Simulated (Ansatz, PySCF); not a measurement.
This Ansatz (an electronic-structure program) input computes a CCSD(T)/cc-pVDZ energy:

Ansatz 0.2 input:
```yaml
crystal:
  periodic: [false, false, false]
  atoms:
    - {symbol: C, position_ang: [-1.98162240, 0.05350218, -0.04955741]}
    - {symbol: C, position_ang: [-0.64661262, -0.10769500, -0.02088105]}
    - {symbol: C, position_ang: [0.61059884, 0.08118784, 0.01894619]}
    - {symbol: O, position_ang: [1.82236837, 0.09828229, 0.05112541]}
    - {symbol: H, position_ang: [-2.47312991, -0.94822843, -0.10004966]}
basis:
  gaussian:
    orbitals: cc-pVDZ
total_charge: -1
magnetization: {spin_polarized: false}
correlation: {method: ccsd_t, electrons: outside_noble_gas}
```

Write an input for the same energy in PySCF and say what it gives.


```python
from pyscf import gto, scf, mp, cc as ccmod

mol = gto.M(
    atom='''
    C    -1.98162240    0.05350218   -0.04955741
    C    -0.64661262   -0.10769500   -0.02088105
    C     0.61059884    0.08118784    0.01894619
    O     1.82236837    0.09828229    0.05112541
    H    -2.47312991   -0.94822843   -0.10004966
    ''',
    basis='cc-pvdz',
    charge=-1,
    spin=0,
    verbose=4,
)

mf = scf.RHF(mol)
mf.conv_tol = 1e-10
mf.max_cycle = 100
mf.kernel()
mp2 = mp.MP2(mf, frozen=4).run()
cc = ccmod.CCSD(mf, frozen=4)
cc.max_cycle = 100
cc.kernel()
et = cc.ccsd_t()
print(f'E(CCSD(T)) = {cc.e_tot + et:.9f}')
```
It gives -189.52172 Eh, and Ansatz -189.52172 Eh, a difference of 0.00 mEh.

It need not be the lowest isomer of its formula. Whether it binds its extra electron was not tested at this geometry.
